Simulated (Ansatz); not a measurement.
Question: Name a neutral molecule of C, Cl, F, Sc and H with LUMO energy (PBE0/def2-TZVPP) between -2.75 and -2.45 eV and size of the dipole moment (PBE/def2-TZVPP) between 1.05 and 1.35 D (Ansatz, PBE0-D4/def2-TZVP geometry).

Answer: `[CH3][Sc]([F])[Cl]` (-2.53 eV, 1.27 D). Other molecules can fit too; these were computed, each in one conformer that needn't be the lowest.
